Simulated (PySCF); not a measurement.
A geometry optimisation, step by step.

Species: C3H8FNSi.
Bonds: C1–C2 (double), C2–F3, C2–Si4, Si4–N5, N5–C6. Hydrogens: H7, H8 on C1; H9, H10 on Si4; H11 on N5; H12, H13, H14 on C6.

Computed by this run: PBE0-D3(BJ)/def2-SVP geometry optimisation, gas phase (PySCF); density fitting, grid level 1; the optimiser is geomeTRIC in internal coordinates, started from a GFN2-xTB structure with every atom displaced at random (about 0.01 Å). 6 of its 7 geometries are shown. The frame can shift and turn from step to step; on so coarse a grid that alone can change the energy by a few meV, and forces under 0.02 eV/Å are noise.

Step 0: E = -15305.9624 eV, largest atomic force 2.668 eV/Å
```
atom  x, y, z in Å  |  force x, y, z in eV/Å
C1      2.914   -0.117    0.057   -1.878   1.468  -1.198
C2      1.655    0.350   -0.091    1.562   0.090  -0.677
F3      1.382    1.180   -1.152    0.098  -0.529   0.724
Si4     0.204    0.020    1.027   -1.053   0.132  -0.609
N5     -1.151   -0.021   -0.068    0.009  -0.271   0.914
C6     -2.522   -0.231    0.335    0.374   0.265   0.163
H7      3.698    0.168   -0.626    0.380   0.125  -0.396
H8      3.148   -0.739    0.866    0.372  -1.147   1.410
H9      0.136    1.060    2.100    0.025   0.081   0.103
H10     0.294   -1.304    1.664    0.222  -0.293   0.300
H11    -1.092    0.518   -0.903    0.352   0.537  -0.771
H12    -2.527   -0.892    1.211   -0.256  -0.104   0.109
H13    -3.059    0.704    0.598    0.022  -0.091   0.103
H14    -3.088   -0.711   -0.466   -0.229  -0.262  -0.175
```

Step 1: E = -15306.0870 eV, largest atomic force 0.390 eV/Å
```
atom  x, y, z in Å  |  force x, y, z in eV/Å
C1      2.870   -0.267   -0.106    0.120  -0.015   0.371
C2      1.685    0.339   -0.112   -0.076  -0.032   0.035
F3      1.420    1.278   -1.046    0.024   0.068  -0.164
Si4     0.207    0.057    1.032    0.005  -0.071  -0.003
N5     -1.170    0.065   -0.013    0.128   0.099  -0.059
C6     -2.529   -0.172    0.401   -0.079  -0.054  -0.032
H7      3.654   -0.008   -0.824   -0.042  -0.006  -0.022
H8      3.104   -0.991    0.687   -0.106   0.057  -0.276
H9      0.199    1.101    2.111    0.000   0.040  -0.024
H10     0.375   -1.260    1.717   -0.033  -0.022   0.004
H11    -1.078    0.626   -0.858    0.010  -0.102   0.132
H12    -2.549   -0.865    1.259    0.004   0.016  -0.022
H13    -3.076    0.740    0.709    0.013   0.002   0.017
H14    -3.116   -0.653   -0.403    0.031   0.019   0.042
```

Step 2: E = -15306.0961 eV, largest atomic force 0.115 eV/Å
```
atom  x, y, z in Å  |  force x, y, z in eV/Å
C1      2.866   -0.255   -0.097    0.024  -0.038   0.080
C2      1.682    0.352   -0.103   -0.055  -0.031  -0.096
F3      1.431    1.290   -1.047    0.003   0.071   0.042
Si4     0.208    0.063    1.041    0.026  -0.024   0.011
N5     -1.161    0.059   -0.006   -0.014   0.007   0.004
C6     -2.524   -0.180    0.400   -0.018  -0.006  -0.009
H7      3.643    0.015   -0.819   -0.001  -0.025  -0.017
H8      3.075   -1.037    0.636    0.003   0.047  -0.007
H9      0.192    1.121    2.107    0.009   0.012  -0.012
H10     0.370   -1.250    1.736    0.005   0.004  -0.002
H11    -1.064    0.611   -0.853    0.004  -0.015  -0.005
H12    -2.547   -0.867    1.260    0.003  -0.004   0.001
H13    -3.072    0.734    0.702    0.006  -0.002   0.008
H14    -3.104   -0.665   -0.404    0.006   0.005   0.001
```

Step 4: E = -15306.0978 eV, largest atomic force 0.088 eV/Å
```
atom  x, y, z in Å  |  force x, y, z in eV/Å
C1      2.863   -0.250   -0.099   -0.010  -0.043   0.009
C2      1.680    0.359   -0.114    0.046   0.065  -0.037
F3      1.446    1.323   -1.035   -0.033  -0.014   0.007
Si4     0.209    0.064    1.032    0.004   0.003  -0.003
N5     -1.166    0.053   -0.007   -0.003  -0.006   0.016
C6     -2.526   -0.189    0.406    0.006   0.004   0.004
H7      3.650    0.008   -0.813   -0.011   0.028   0.009
H8      3.059   -1.031    0.636    0.007  -0.035   0.014
H9      0.200    1.130    2.092   -0.004   0.002  -0.004
H10     0.378   -1.246    1.730    0.007   0.004   0.001
H11    -1.073    0.598   -0.858   -0.005  -0.002  -0.014
H12    -2.543   -0.879    1.264    0.000  -0.006  -0.001
H13    -3.074    0.723    0.714   -0.002  -0.002   0.003
H14    -3.109   -0.673   -0.396   -0.003   0.001  -0.003
```

Step 5: E = -15306.0984 eV, largest atomic force 0.027 eV/Å
```
atom  x, y, z in Å  |  force x, y, z in eV/Å
C1      2.862   -0.251   -0.100   -0.001  -0.016   0.007
C2      1.681    0.363   -0.117    0.013   0.024  -0.002
F3      1.451    1.332   -1.033   -0.009   0.001   0.001
Si4     0.210    0.069    1.029   -0.002   0.003  -0.016
N5     -1.168    0.051   -0.008    0.012   0.000   0.010
C6     -2.526   -0.194    0.410    0.002   0.001  -0.001
H7      3.653    0.017   -0.807   -0.003   0.002   0.000
H8      3.052   -1.040    0.629    0.001  -0.003  -0.003
H9      0.199    1.137    2.086   -0.005   0.003  -0.004
H10     0.384   -1.240    1.729    0.004   0.000   0.003
H11    -1.080    0.594   -0.861   -0.006  -0.011   0.003
H12    -2.537   -0.887    1.267    0.000  -0.004  -0.004
H13    -3.074    0.716    0.722   -0.002  -0.001   0.004
H14    -3.111   -0.678   -0.391   -0.002   0.002   0.001
```

Step 6: E = -15306.0987 eV, largest atomic force 0.021 eV/Å
```
atom  x, y, z in Å  |  force x, y, z in eV/Å
C1      2.859   -0.248   -0.105   -0.003  -0.003  -0.004
C2      1.682    0.374   -0.122    0.000  -0.007   0.019
F3      1.459    1.351   -1.030    0.006   0.009  -0.003
Si4     0.212    0.077    1.023   -0.007   0.002  -0.011
N5     -1.171    0.047   -0.007    0.010   0.000  -0.004
C6     -2.526   -0.205    0.416    0.003  -0.001   0.004
H7      3.656    0.023   -0.803   -0.002  -0.006  -0.006
H8      3.040   -1.048    0.616    0.001   0.013  -0.005
H9      0.197    1.150    2.075   -0.004   0.002  -0.001
H10     0.395   -1.228    1.729    0.002   0.000   0.004
H11    -1.090    0.586   -0.864   -0.004  -0.008   0.004
H12    -2.530   -0.902    1.270   -0.001  -0.003  -0.002
H13    -3.076    0.701    0.737    0.000  -0.001   0.003
H14    -3.113   -0.687   -0.383    0.000   0.002   0.001
```

Question: Summarise the path.

Answer: The energy falls by 3.14 kcal/mol from step 0 to step 6; nine tenths of that is first reached at step 1. It falls at every step. The largest force goes from 2.668 to 0.021 eV/Å. Among the bonds C1–H8 changes most, from 1.046 to 1.091 Å; the atoms move by 0.129 Å rms after alignment.

Question: Follow the three bonds and two angles with the largest change from start to end.

Answer: 
```json
{"step": "0", "E above end (kcal/mol)": "3.14", "largest force (eV/Å)": "2.668", "C1–H8 (Å)": "1.046", "C2–Si4 (Å)": "1.862", "Si4–H10 (Å)": "1.472", "N5–Si4–H10 (°)": "107.4", "C6–N5–H11 (°)": "111.7"}
{"step": "1", "E above end (kcal/mol)": "0.27", "largest force (eV/Å)": "0.390", "C1–H8 (Å)": "1.099", "C2–Si4 (Å)": "1.889", "Si4–H10 (Å)": "1.494", "N5–Si4–H10 (°)": "111.8", "C6–N5–H11 (°)": "114.4"}
{"step": "2", "E above end (kcal/mol)": "0.06", "largest force (eV/Å)": "0.115", "C1–H8 (Å)": "1.092", "C2–Si4 (Å)": "1.889", "Si4–H10 (Å)": "1.495", "N5–Si4–H10 (°)": "111.5", "C6–N5–H11 (°)": "114.5"}
{"step": "3", "E above end (kcal/mol)": "0.03", "largest force (eV/Å)": "0.086", "C1–H8 (Å)": "1.090", "C2–Si4 (Å)": "1.888", "Si4–H10 (Å)": "1.495", "N5–Si4–H10 (°)": "111.5", "C6–N5–H11 (°)": "114.6"}
{"step": "4", "E above end (kcal/mol)": "0.02", "largest force (eV/Å)": "0.088", "C1–H8 (Å)": "1.090", "C2–Si4 (Å)": "1.888", "Si4–H10 (Å)": "1.494", "N5–Si4–H10 (°)": "111.5", "C6–N5–H11 (°)": "114.6"}
{"step": "5", "E above end (kcal/mol)": "0.01", "largest force (eV/Å)": "0.027", "C1–H8 (Å)": "1.091", "C2–Si4 (Å)": "1.887", "Si4–H10 (Å)": "1.494", "N5–Si4–H10 (°)": "111.5", "C6–N5–H11 (°)": "114.6"}
{"step": "6", "E above end (kcal/mol)": "0.00", "largest force (eV/Å)": "0.021", "C1–H8 (Å)": "1.091", "C2–Si4 (Å)": "1.887", "Si4–H10 (Å)": "1.494", "N5–Si4–H10 (°)": "111.5", "C6–N5–H11 (°)": "114.6"}
```

The cost below is that of the whole optimisation. Time: 29 s wall; peak memory 0.50 GiB. Hardware: one thread, Intel Xeon 6975P-C (x86_64), shared host.
